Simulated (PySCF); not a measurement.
## First hyperpolarisability: `CC(C)(C)CCCCO`, C₈H₁₈O

Molfile (atoms numbered from 1):
```
C8H18O
     RDKit          3D

 27 26  0  0  0  0  0  0  0  0999 V2000
   -2.0590    1.2332   -1.1013 C   0  0  0  0  0  0  0  0  0  0  0  0
   -1.9425    0.3051    0.1106 C   0  0  0  0  0  0  0  0  0  0  0  0
   -2.2504   -1.1331   -0.3140 C   0  0  0  0  0  0  0  0  0  0  0  0
   -2.9609    0.7391    1.1679 C   0  0  0  0  0  0  0  0  0  0  0  0
   -0.5390    0.4005    0.7384 C   0  0  0  0  0  0  0  0  0  0  0  0
    0.6418    0.0200   -0.1441 C   0  0  0  0  0  0  0  0  0  0  0  0
    1.9786    0.1465    0.5718 C   0  0  0  0  0  0  0  0  0  0  0  0
    3.1685   -0.2313   -0.2942 C   0  0  0  0  0  0  0  0  0  0  0  0
    4.4011   -0.0504    0.3483 O   0  0  0  0  0  0  0  0  0  0  0  0
   -1.8107    2.2724   -0.8313 H   0  0  0  0  0  0  0  0  0  0  0  0
   -3.0861    1.2271   -1.4994 H   0  0  0  0  0  0  0  0  0  0  0  0
   -1.3885    0.9273   -1.9188 H   0  0  0  0  0  0  0  0  0  0  0  0
   -2.1451   -1.8289    0.5341 H   0  0  0  0  0  0  0  0  0  0  0  0
   -1.5813   -1.4763   -1.1178 H   0  0  0  0  0  0  0  0  0  0  0  0
   -3.2830   -1.2163   -0.6887 H   0  0  0  0  0  0  0  0  0  0  0  0
   -2.9111    0.0905    2.0572 H   0  0  0  0  0  0  0  0  0  0  0  0
   -3.9883    0.6906    0.7734 H   0  0  0  0  0  0  0  0  0  0  0  0
   -2.7753    1.7741    1.4969 H   0  0  0  0  0  0  0  0  0  0  0  0
   -0.3923    1.4352    1.0981 H   0  0  0  0  0  0  0  0  0  0  0  0
   -0.5238   -0.2331    1.6440 H   0  0  0  0  0  0  0  0  0  0  0  0
    0.5233   -1.0158   -0.5069 H   0  0  0  0  0  0  0  0  0  0  0  0
    0.6587    0.6561   -1.0457 H   0  0  0  0  0  0  0  0  0  0  0  0
    2.1251    1.1794    0.9318 H   0  0  0  0  0  0  0  0  0  0  0  0
    1.9737   -0.4935    1.4748 H   0  0  0  0  0  0  0  0  0  0  0  0
    3.1905    0.4096   -1.1910 H   0  0  0  0  0  0  0  0  0  0  0  0
    3.0439   -1.2719   -0.6613 H   0  0  0  0  0  0  0  0  0  0  0  0
    4.4055   -0.6021    1.1373 H   0  0  0  0  0  0  0  0  0  0  0  0
  1  2  1  0
  2  3  1  0
  2  4  1  0
  2  5  1  0
  5  6  1  0
  6  7  1  0
  7  8  1  0
  8  9  1  0
  1 10  1  0
  1 11  1  0
  1 12  1  0
  3 13  1  0
  3 14  1  0
  3 15  1  0
  4 16  1  0
  4 17  1  0
  4 18  1  0
  5 19  1  0
  5 20  1  0
  6 21  1  0
  6 22  1  0
  7 23  1  0
  7 24  1  0
  8 25  1  0
  8 26  1  0
  9 27  1  0
M  END
```

Theory: PySCF, quadratic response CAM-B3LYP/def2-SVPD first hyperpolarisability, Taylor convention, gas phase. Geometry: PBE0-D3(BJ)/def2-SVP.

Question: Give β for the processes computed.

Answer: In au, Taylor convention; the vector part is βᵢ = ⅓ Σⱼ (βᵢⱼⱼ + βⱼᵢⱼ + βⱼⱼᵢ); β∥ is 3/5 of the vector part along the dipole, the dipole points from − to +:
```
                   process  λ (nm)  β vector norm     β∥  β HRS  depolarisation ratio
           static β(0;0,0)       ∞           92.5  -50.7   39.4                  4.57
second harmonic β(−2ω;ω,ω)    1907           94.9  -52.0   40.4                  4.56
         Pockels β(−ω;ω,0)    1907           93.3  -51.1      –                     –
second harmonic β(−2ω;ω,ω)    1064          100.6  -55.2   42.9                  4.54
         Pockels β(−ω;ω,0)    1064           95.1  -52.1      –                     –
```

Question: Which lowest excitations, dipole and polarisabilities go with it?

Answer: S1 6.99 eV (f = 0.007); S2 8.13 eV (f = 0.020); S3 8.41 eV (f = 0.013); dipole 1.85 D; isotropic α 104.0 au static, 104.2 au at 1907 nm, 104.7 au at 1064 nm, 104.8 au at 953.5 nm, 106.8 au at 532 nm.
